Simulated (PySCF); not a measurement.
C2H6FNOSi, SMILES N[Si]1(F)COC1. Atoms are numbered in the order given.

```xyz
12

N      1.8353    -0.2783    -0.6670
Si     0.3988     0.0301     0.2115
F      0.7122     0.4038     1.7726
C     -1.0372    -1.1469    -0.0830
O     -1.6576    -0.1228    -0.8935
C     -0.9124     1.0870    -0.6246
H      2.3230    -1.1621    -0.5605
H      2.4851     0.4717    -0.8808
H     -0.8794    -2.0649    -0.6727
H     -1.6567    -1.3958     0.7985
H     -0.6733     1.6110    -1.5645
H     -1.4799     1.7745     0.0295
```

Geometry optimised at ωB97X-D3(BJ)/def2-SVP. The structure was generated by enumeration, and PubChem lists no compound with its InChIKey, so it may never have been made. Other conformers were not sampled.

These are PBE/pcSseg-1 run with PySCF values and carry that method's errors.

GIAO shieldings, no solvent; atoms listed in one row are averaged. δ = σ(ref) − σ: ¹⁵N against NH3 (σ = 267.0 ppm); ²⁹Si against TMS (σ = 335.4 ppm); ¹⁹F against CFCl3 (σ = 133.6 ppm); ¹³C against TMS (σ = 182.0 ppm); ¹⁷O against H2O (σ = 334.3 ppm); ¹H against TMS (σ = 31.49 ppm), references at their B3LYP-D3(BJ)/def2-TZVP geometries, non-relativistic.

Computed chemical shifts:
```tsv
nucleus	atoms	count	δ (ppm)
¹⁵N	N1	1	40.9
²⁹Si	Si2	1	-4.0
¹⁹F	F3	1	-123.9
¹³C	C4, C6	2	81.6
¹⁷O	O5	1	15.7
¹H	H12	1	4.89
¹H	H10	1	4.88
¹H	H11	1	4.68
¹H	H9	1	4.66
¹H	H7, H8	2	1.52
```
